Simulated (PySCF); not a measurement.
```xyz
4
charge 0 multiplicity 1, angstrom
Ce    0.0142    0.1792    0.0000
O     0.0000   -1.6525    0.0000
H    -0.9843    0.6752    1.6888
H    -0.9843    0.6752   -1.6888
```

These are results of PBE0 in PySCF with Ce lcecp-2-TZVP with ECP46, O def2-TZVP, H def2-TZVP; scalar-relativistic core potentials, no spin–orbit coupling; density-fitted integrals, not measurements.

This geometry of H2CeO is a stationary point at this level.

(1) What is the point group?

(2) Is it a minimum?

(3) List the harmonic modes with their infrared intensities.

(4) Give the atomic charges and bond orders.

Answers

(1) Cs.

(2) Yes: all harmonic wavenumbers are real.

(3) 
| symmetry | ω (cm⁻¹) | IR (km/mol) |
| --- | --- | --- |
| a' | 447 | 190 |
| a'' | 454 | 3.2 |
| a' | 527 | 184 |
| a' | 899 | 253 |
| a'' | 1491 | 762 |
| a' | 1527 | 263 |

(4) 
| atom | Mulliken | Löwdin | polar tensor | Mayer order to Ce1 |
| --- | --- | --- | --- | --- |
| Ce1 | 1.12 | 0.77 | 1.82 | – |
| O2 | -0.60 | -0.43 | -0.87 | 2.07 |
| H3,4 | -0.26 | -0.17 | -0.47 | 0.91 |

Other isomers or separated fragments may lie lower. The 4f shell sits in the core potential, so its spin is not counted.
